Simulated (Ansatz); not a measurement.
`C[NH][GeH]([F])[F]`. The species carries charge 0 and has multiplicity 1. All single points use the PBE0-D4/def2-TZVP geometry. It is one conformer, not always the lowest.

```xyz
10

C    -0.677   -1.249   -0.058
N    -0.637    0.144    0.355
Ge    0.799    1.175    0.075
F     2.148    0.327    0.733
F     1.237    1.296   -1.597
H    -0.940   -1.385   -1.113
H    -1.398   -1.799    0.553
H     0.300   -1.705    0.108
H    -1.528    0.614    0.296
H     0.696    2.582    0.650
```

(1) What is the dipole moment at B3LYP/def2-TZVPP? (Best estimate.)

(2) And with PBE, r2SCAN, ωB97M-V? (Estimate.)

(3) Give the Mulliken charges with B3LYP, ωB97M-V, PBE in def2-TZVPP. (Estimate.)

Answers

(1) Ansatz gave: 3.15 D, with components (-3.03, 0.31, 0.78) D in this frame, pointing from negative to positive charge.

(2) The calculation gave: PBE 3.03 D, r2SCAN 3.10 D, ωB97M-V 3.12 D.

(3) Computed: 
```json
{"atom": "C1", "B3LYP": "-0.19", "ωB97M-V": "-0.24", "PBE": "-0.20"}
{"atom": "N2", "B3LYP": "-0.32", "ωB97M-V": "-0.32", "PBE": "-0.29"}
{"atom": "Ge3", "B3LYP": "0.82", "ωB97M-V": "0.80", "PBE": "0.71"}
{"atom": "F4", "B3LYP": "-0.37", "ωB97M-V": "-0.37", "PBE": "-0.33"}
{"atom": "F5", "B3LYP": "-0.38", "ωB97M-V": "-0.37", "PBE": "-0.34"}
{"atom": "H6", "B3LYP": "0.11", "ωB97M-V": "0.13", "PBE": "0.11"}
{"atom": "H7", "B3LYP": "0.10", "ωB97M-V": "0.12", "PBE": "0.10"}
{"atom": "H8", "B3LYP": "0.11", "ωB97M-V": "0.13", "PBE": "0.11"}
{"atom": "H9", "B3LYP": "0.12", "ωB97M-V": "0.10", "PBE": "0.14"}
{"atom": "H10", "B3LYP": "0.00", "ωB97M-V": "0.02", "PBE": "-0.01"}
```

B3LYP here is the variant with VWN-RPA as its local correlation; programs differ in this.
